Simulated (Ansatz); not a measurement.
HgH₂. Total charge 0; singlet. Geometry relaxed at r2SCAN-D4/def2-TZVP.

```xyz
3

Hg    0.0000   -0.0002    0.0000
H     1.5879    0.4332    0.0206
H    -1.5880   -0.4331   -0.0206
```

In the def2 sets Hg takes a core potential; there is no spin–orbit coupling.

(1) Estimate the harmonic wavenumbers at RKS r2SCAN-D4/def2-TZVP (Ansatz, unscaled). Is this a minimum?

Results:

(1) 822, 822, 1949, 2075 cm⁻¹. Yes, no mode is imaginary beyond noise. Zero-point energy 33.9 kJ/mol. Hardware: 4 threads of Intel Xeon on a shared host. Wall time 9.5 s.
